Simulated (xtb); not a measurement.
CF2, singlet, at a GFN2-xTB geometry; xtb 6.7.1 with GFN2-xTB.

The xtb input:
```
$ xtb mol.xyz --gfn 2 --json

# file mol.xyz
3

F     -1.02933801    -0.22870680     0.03405471
C     -0.01684584     0.58931167     0.03468448
F      1.04056857    -0.16416765    -0.05717770
```

Output, abridged:

```
   ID    Z sym.   atoms
    1    9 F      1, 3
    2    6 C      2

           -------------------------------------------------
          |                Calculation Setup                |
           -------------------------------------------------

           -------------------------------------------------
          |                 G F N 2 - x T B                 |
           -------------------------------------------------

          ...................................................
          :                      SETUP                      :
          :.................................................:
          :  # basis functions                  12          :
          :  # atomic orbitals                  12          :
          :  # shells                            6          :
          :  # electrons                        18          :
          :  max. iterations                   250          :
          :  Hamiltonian                  GFN2-xTB          :
          :  restarted?                      false          :
          :  GBSA solvation                  false          :
          :  PC potential                    false          :
          :  electronic temp.          300.0000000     K    :
          :  accuracy                    1.0000000          :
          :  -> integral cutoff          0.2500000E+02      :
          :  -> integral neglect         0.1000000E-07      :
          :  -> SCF convergence          0.1000000E-05 Eh   :
          :  -> wf. convergence          0.1000000E-03 e    :
          :  Broyden damping             0.4000000          :
          :  net charge                          0          :
          :  unpaired electrons                  0          :
          ...................................................

 iter      E             dE          RMSdq      gap      omega  full diag
   1    -11.5122087 -0.115122E+02  0.855E+00    2.68       0.0  T
   2    -11.5147888 -0.258010E-02  0.476E+00    2.56       1.0  T
   3    -11.5147997 -0.108983E-04  0.881E-01    2.58       1.0  T
   4    -11.5150872 -0.287582E-03  0.169E-01    2.57       1.0  T
   5    -11.5149810  0.106201E-03  0.215E-01    2.60       1.0  T
   6    -11.5151039 -0.122897E-03  0.189E-02    2.59       3.0  T
   7    -11.5151049 -0.100180E-05  0.311E-03    2.59      18.6  T
   8    -11.5151049 -0.744239E-08  0.104E-04    2.59     556.9  T
   9    -11.5151049 -0.707878E-11  0.181E-05    2.59    3190.7  T

   *** convergence criteria satisfied after 9 iterations ***

         :::::::::::::::::::::::::::::::::::::::::::::::::::::
         ::                     SUMMARY                     ::
         :::::::::::::::::::::::::::::::::::::::::::::::::::::
         :: total energy             -11.485529533996 Eh    ::
         :: gradient norm              0.000003345858 Eh/a0 ::
         :: HOMO-LUMO gap              2.586322230886 eV    ::
         ::.................................................::
         :: SCC energy               -11.515104947184 Eh    ::
         :: -> isotropic ES            0.007001074987 Eh    ::
         :: -> anisotropic ES          0.002144675387 Eh    ::
         :: -> anisotropic XC         -0.005651210974 Eh    ::
         :: -> dispersion             -0.000534121279 Eh    ::
         :: repulsion energy           0.029575413188 Eh    ::
         :: add. restraining           0.000000000000 Eh    ::
         :: total charge              -0.000000000000 e     ::
         :::::::::::::::::::::::::::::::::::::::::::::::::::::

           -------------------------------------------------
          |                Property Printout                |
           -------------------------------------------------

    * Orbital Energies and Occupations

         #    Occupation            Energy/Eh            Energy/eV
      -------------------------------------------------------------
         1        2.0000           -0.9011646             -24.5219
         2        2.0000           -0.8860243             -24.1099
         3        2.0000           -0.6688830             -18.2012
         4        2.0000           -0.6243414             -16.9892
         5        2.0000           -0.6157746             -16.7561
         6        2.0000           -0.6038051             -16.4304
         7        2.0000           -0.5669797             -15.4283
         8        2.0000           -0.5544276             -15.0867
         9        2.0000           -0.4607479             -12.5376 (HOMO)
        10                         -0.3657023              -9.9513 (LUMO)
        11                          0.1085752               2.9545
        12                          0.1902749               5.1776
      -------------------------------------------------------------
                  HL-Gap            0.0950456 Eh            2.5863 eV
             Fermi-level           -0.4132251 Eh          -11.2444 eV

     #   Z          covCN         q      C6AA      α(0)
     1   9 F        0.796    -0.074    10.010     3.737
     2   6 C        1.569     0.148    28.720     8.761
     3   9 F        0.796    -0.074    10.010     3.737

 Mol. C6AA /au·bohr⁶  :        133.696178
 Mol. C8AA /au·bohr⁸  :       2960.336927
 Mol. α(0) /au        :         16.235818

Wiberg/Mayer (AO) data.
largest (>0.10) Wiberg bond orders for each atom

 ---------------------------------------------------------------------------
     #   Z sym  total        # sym  WBO       # sym  WBO       # sym  WBO
 ---------------------------------------------------------------------------
     1   9 F    1.374 --     2 C    1.271     3 F    0.103
     2   6 C    2.542 --     3 F    1.271     1 F    1.271
     3   9 F    1.374 --     2 C    1.271     1 F    0.103
 ---------------------------------------------------------------------------

Topologies differ in total number of bonds
Writing topology from bond orders to xtbtopo.mol

molecular dipole:
                 x           y           z       tot (Debye)
 q only:       -0.006       0.219       0.013
   full:        0.005      -0.161      -0.010       0.411
molecular quadrupole (traceless):
                xx          xy          yy          xz          yz          zz
 q only:       -0.645      -0.033       0.445       0.037       0.016       0.201
  q+dip:       -1.128      -0.027      -0.433       0.122      -0.114       1.560
   full:       -1.182      -0.009      -1.201       0.164      -0.207       2.383

           -------------------------------------------------
          | TOTAL ENERGY              -11.485529533996 Eh   |
          | GRADIENT NORM               0.000003345858 Eh/α |
          | HOMO-LUMO GAP               2.586322230886 eV   |
           -------------------------------------------------

normal termination of xtb
```
